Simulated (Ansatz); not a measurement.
Nudged elastic band run: CH7ClMgN2

The input (input.yaml):

```yaml
crystal:
  periodic: [false, false, false]
  atoms:
    - { symbol: Mg, position_ang: [0.206295, -0.768628, -1.173678] }
    - { symbol: "N", position_ang: [1.864136, -0.088482, -1.871772] }
    - { symbol: Cl, position_ang: [-1.68499, -1.988128, -1.482344] }
    - { symbol: H, position_ang: [0.812242, 0.488799, 1.206264] }
    - { symbol: "N", position_ang: [0.00436, -0.08989, 0.931918] }
    - { symbol: C, position_ang: [-1.262278, 0.636014, 1.222575] }
    - { symbol: H, position_ang: [2.549763, 0.50013, -1.385326] }
    - { symbol: H, position_ang: [2.238069, -0.23954, -2.814956] }
    - { symbol: H, position_ang: [0.05732, -0.923557, 1.536965] }
    - { symbol: H, position_ang: [-1.37284, 0.90544, 2.295121] }
    - { symbol: H, position_ang: [-1.296744, 1.566741, 0.621416] }
    - { symbol: H, position_ang: [-2.11533, 0.000999, 0.913815] }
basis:
  gaussian: { orbitals: def2-SVP }
hamiltonian:
  xc: revpbe
neb:
  order_check: false
  images: 7
  f_tol: 0.03
  max_iterations: 60
  initial_path: linear
  final_atoms:
    - { symbol: Mg, position_ang: [-0.1650121, -0.36801828, -0.93622458] }
    - { symbol: "N", position_ang: [2.02127297, -0.27886006, -1.32710429] }
    - { symbol: Cl, position_ang: [-0.94074192, -1.20898908, -2.89255491] }
    - { symbol: H, position_ang: [2.59973353, 0.19775533, -0.62013266] }
    - { symbol: "N", position_ang: [-0.48159807, 0.27634488, 0.8599209] }
    - { symbol: C, position_ang: [-1.71282648, 0.42933386, 1.62380219] }
    - { symbol: H, position_ang: [2.42268118, -1.22228294, -1.43837962] }
    - { symbol: H, position_ang: [2.20601365, 0.19569725, -2.22387026] }
    - { symbol: H, position_ang: [0.31512173, 0.56845613, 1.43829498] }
    - { symbol: H, position_ang: [-1.91481812, 1.48143577, 1.95445896] }
    - { symbol: H, position_ang: [-2.59275734, 0.12924188, 1.01049738] }
    - { symbol: H, position_ang: [-1.75706604, -0.20021675, 2.55128993] }
```

Run as:

```bash
$ ansatz run input.yaml --threads 2 --pin off --max-ram 3072MiB --backend cpu --events-out ev --progress --plain --runs-dir out
```

Output, in part (warnings, iteration lines, the closing report on the highest movable image, with atoms numbered from 0):

```
NEB end point (image 0): max|allowed force component| = 2.000e-2 eV/Å (the criterion of neb.relax_end_points is 1.000e-2)
NEB end point (image 8): max|allowed force component| = 2.205e-2 eV/Å (the criterion of neb.relax_end_points is 1.000e-2)
NEB iter   1: max|band force component| = 7.332e1 eV/Å  barrier→ = 23.4692 eV  barrier← = 23.4208 eV  Δτ_max = 0.2000 Å  (386 SCF iters)
NEB iter   2: max|band force component| = 1.726e1 eV/Å  barrier→ = 5.7556 eV  barrier← = 5.7072 eV  Δτ_max = 0.2000 Å  (244 SCF iters)
NEB iter   3: max|band force component| = 9.597e0 eV/Å  barrier→ = 3.5259 eV  barrier← = 3.4775 eV  Δτ_max = 0.2000 Å  (217 SCF iters)
NEB iter   4: max|band force component| = 3.249e0 eV/Å  barrier→ = 1.7950 eV  barrier← = 1.7467 eV  Δτ_max = 0.2000 Å  (229 SCF iters)
NEB iter   5: max|band force component| = 7.410e0 eV/Å  barrier→ = 0.8913 eV  barrier← = 0.8430 eV  Δτ_max = 0.1010 Å  (220 SCF iters)
NEB iter   6: max|band force component| = 1.354e0 eV/Å  barrier→ = 0.7072 eV  barrier← = 0.6588 eV  Δτ_max = 0.2000 Å  (210 SCF iters)
NEB iter   7: max|band force component| = 6.920e-1 eV/Å  barrier→ = 0.5304 eV  barrier← = 0.4820 eV  Δτ_max = 0.2000 Å  (203 SCF iters)
NEB iter   8: max|band force component| = 7.403e-1 eV/Å  barrier→ = 0.4460 eV  barrier← = 0.3977 eV  Δτ_max = 0.0998 Å  (207 SCF iters)
NEB iter   9: max|band force component| = 3.591e-1 eV/Å  barrier→ = 0.3617 eV  barrier← = 0.3133 eV  CI = image 4  Δτ_max = 0.1392 Å  (206 SCF iters)
NEB iter  10: max|band force component| = 3.267e-1 eV/Å  barrier→ = 0.4456 eV  barrier← = 0.3972 eV  CI = image 4  Δτ_max = 0.1540 Å  (207 SCF iters)
NEB iter  11: max|band force component| = 5.175e-1 eV/Å  barrier→ = 0.5087 eV  barrier← = 0.4603 eV  CI = image 4  Δτ_max = 0.0760 Å  (203 SCF iters)
NEB iter  12: max|band force component| = 2.175e-1 eV/Å  barrier→ = 0.4872 eV  barrier← = 0.4388 eV  CI = image 4  Δτ_max = 0.1083 Å  (205 SCF iters)
NEB iter  13: max|band force component| = 9.943e-2 eV/Å  barrier→ = 0.4813 eV  barrier← = 0.4329 eV  CI = image 4  Δτ_max = 0.0613 Å  (202 SCF iters)
NEB iter  14: max|band force component| = 7.961e-2 eV/Å  barrier→ = 0.4793 eV  barrier← = 0.4309 eV  CI = image 4  Δτ_max = 0.0921 Å  (210 SCF iters)
NEB iter  15: max|band force component| = 1.012e-1 eV/Å  barrier→ = 0.4782 eV  barrier← = 0.4299 eV  CI = image 4  Δτ_max = 0.0386 Å  (207 SCF iters)
NEB iter  16: max|band force component| = 4.286e-2 eV/Å  barrier→ = 0.4778 eV  barrier← = 0.4294 eV  CI = image 4  Δτ_max = 0.0460 Å  (211 SCF iters)
NEB iter  17: max|band force component| = 4.640e-2 eV/Å  barrier→ = 0.4776 eV  barrier← = 0.4292 eV  CI = image 4  Δτ_max = 0.0231 Å  (210 SCF iters)
NEB iter  18: max|band force component| = 2.795e-2 eV/Å  barrier→ = 0.4775 eV  barrier← = 0.4291 eV  CI = image 4  Δτ_max = 0.0000 Å  (423 SCF iters)
Total energy: -22087.45223525 eV, -811.6988982325 hartree
Atom 0 at    -0.134305    -0.992213    -1.299818 Å, force     0.002721    -0.001532    -0.000182 eV/Å
Atom 1 at     1.636545     0.083597    -1.009492 Å, force     0.004973    -0.001410    -0.006672 eV/Å
Atom 2 at    -1.251051    -2.164530    -2.854828 Å, force    -0.001484     0.000158    -0.000665 eV/Å
Atom 3 at     0.926432     0.093741     0.092246 Å, force     0.000963    -0.005644     0.001729 eV/Å
Atom 4 at    -0.222059    -0.331244     0.686610 Å, force     0.007482    -0.002450     0.011937 eV/Å
Atom 5 at    -1.135988     0.688743     1.219264 Å, force    -0.013679     0.011075    -0.003993 eV/Å
Atom 6 at     2.564146    -0.354301    -0.923192 Å, force    -0.005913     0.003656     0.002927 eV/Å
Atom 7 at     1.808209     1.015100    -1.412327 Å, force    -0.000247    -0.000574     0.000693 eV/Å
Atom 8 at    -0.008744    -1.010513     1.431597 Å, force     0.002856    -0.001674    -0.006197 eV/Å
Atom 9 at    -0.742952     1.191717     2.134322 Å, force     0.002689    -0.003126    -0.002937 eV/Å
Atom 10 at    -1.294150     1.489311     0.462522 Å, force    -0.002543     0.000337     0.005513 eV/Å
Atom 11 at    -2.146079     0.290490     1.473095 Å, force     0.002183     0.001185    -0.002153 eV/Å
Dipole moment:     0.528694     0.470749     0.620146 e Å
```

The run converged. Another band between the same ends (7 images) ends at a top of the same energy, where a vibrational analysis finds 1 clearly imaginary mode. The orbitals stay closed-shell, which can raise the energy where a bond breaks towards radicals; this wasn't checked here.

Final band (atoms are numbered from 1 in the order of the input):

```
image  path coordinate (Å)  energy (eV)  H4–N5 (Å)  N2–H4 (Å)
    0                 0.00         0.00       1.03       3.30
    1                 0.90         0.03       1.03       2.95
    2                 1.79         0.10       1.04       2.49
    3                 2.69         0.15       1.05       2.07
    4                 3.58         0.48       1.36       1.31
    5                 4.84         0.21       2.43       1.04
    6                 6.11         0.15       2.98       1.03
    7                 7.37         0.08       3.26       1.03
    8                 8.63         0.05       3.42       1.03
```

Time of the run: 3.8 min on 2 threads of Intel(R) Xeon(R) Platinum 8375C CPU @ 2.90GHz (Ice Lake) (shared host), peak memory 0.18 GiB.
